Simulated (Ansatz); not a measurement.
BH5Si (SMILES B[SiH3]) moved off its minimum; all values from Ansatz (a program for electronic structure), cores frozen in correlated methods.
(charge 0, multiplicity 1)
```xyz
7

B     -0.59247    -1.21865     0.29054
H     -0.43188    -1.85231     0.89491
H     -1.73044    -1.30483    -0.19060
Si     0.30970     0.52852     0.09463
H     -0.01715     1.43238     0.99108
H     -0.04344     1.17992    -1.35729
H      1.74645     0.30552     0.06465
```

Q: Give the forces (eV/Å), the total energy and the dipole at CCSD(T)/cc-pV(T+d)Z.

A: 
| atom | Fx | Fy | Fz |
|---|---|---|---|
| B1 | -5.347 | 11.592 | -10.386 |
| H2 | 3.679 | -11.920 | 10.872 |
| H3 | 0.909 | -0.035 | -0.096 |
| Si4 | 0.891 | -1.921 | -5.350 |
| H5 | -1.160 | 2.878 | 3.197 |
| H6 | 0.352 | -0.718 | 1.633 |
| H7 | 0.676 | 0.125 | 0.129 |
Energy -316.6952 hartree, dipole 0.88 D.
